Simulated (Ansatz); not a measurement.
A CCSD(T) single point on `O[Si@H](Cl)C[Si@@H](O)F`.

```yaml
crystal:
  periodic: [false, false, false]
  atoms:
    - {symbol: O, position_ang: [-1.300042, 1.262475, 2.007017]}
    - {symbol: Si, position_ang: [-0.052106, 0.885615, 1.025782]}
    - {symbol: F, position_ang: [0.830544, -0.274504, 1.714802]}
    - {symbol: C, position_ang: [-0.741290, 0.205183, -0.545590]}
    - {symbol: Si, position_ang: [0.397803, -0.943759, -1.462334]}
    - {symbol: O, position_ang: [0.811374, -2.234702, -0.556736]}
    - {symbol: Cl, position_ang: [2.062262, 0.161666, -1.983425]}
    - {symbol: H, position_ang: [-1.121963, 1.741633, 2.817558]}
    - {symbol: H, position_ang: [0.866907, 2.031814, 0.856776]}
    - {symbol: H, position_ang: [-1.018322, 1.038610, -1.200023]}
    - {symbol: H, position_ang: [-1.659369, -0.344305, -0.305190]}
    - {symbol: H, position_ang: [-0.182306, -1.478364, -2.708613]}
    - {symbol: H, position_ang: [1.106516, -2.051373, 0.339976]}
basis:
  gaussian: {orbitals: def2-TZVPP}
correlation: {method: ccsd_t}
```

```sh
$ ansatz run in.yaml --threads 2 --pin off --events-out ev --progress --plain --max-ram 32768MiB --backend cuda --devices 0, --max-vram 18GiB
```

The program prints (abridged):

```
Functional definition: HF
1995 factors; integrals over basis functions are off by at most 1.1e-3 eV
mean field evaluation 1: about -36138.9926 eV, gradient 5.7e1 eV
mean field evaluation 2: about -36139.3630 eV, gradient 5.8e1 eV
mean field evaluation 4: about -36145.4742 eV, gradient 4.4e0 eV
mean field evaluation 8: about -36145.5628 eV, gradient 3.1e-1 eV
mean field evaluation 16: about -36145.5632 eV, gradient 1.3e-6 eV
mean field -36145.56318565 eV, -1328.3249467300 hartree, gradient 1.3e-6 eV, S^2 0.000000; 0 other end points of the search recorded, 0 dependent functions left out
19 core orbitals not correlated: weight in the atoms' cores, before any rotation towards them, 1.000 or more for the frozen orbitals, at most 0.000 for the correlated occupied ones
reference -36145.56318565 eV, -1328.3249467300 hartree; 22, 22 occupied and 293, 293 virtual orbitals, 1995 factors
second order -36.15027672 eV of doubles, -0.00000000 eV of singles
cycle   1  -36.53003555 eV  change   -3.8e-1 eV  update   1.2e-1
cycle   2  -37.28593108 eV  change   -7.6e-1 eV  update   3.3e-2
cycle   3  -37.45574758 eV  change   -1.7e-1 eV  update   1.7e-2
cycle   4  -37.43684052 eV  change    1.9e-2 eV  update   3.4e-3
cycle   5  -37.43483099 eV  change    2.0e-3 eV  update   1.5e-3
cycle   6  -37.43566416 eV  change   -8.3e-4 eV  update   4.1e-4
cycle   7  -37.43541149 eV  change    2.5e-4 eV  update   1.5e-4
cycle   8  -37.43533713 eV  change    7.4e-5 eV  update   4.3e-5
cycle   9  -37.43535407 eV  change   -1.7e-5 eV  update   1.6e-5
perturbative correction -1.36097062 eV, -0.0500147477 hartree
Total energy: -36184.35951034 eV, -1329.7506853653 hartree
```

It took 14 s on 2 threads of an AMD EPYC 7R13 on a shared host and a share of an NVIDIA H100 80 GB, with 0.84 GiB of host memory at the peak.

Correlation energy per correlated electron: -0.882 eV. T1 diagnostic: 0.0111.
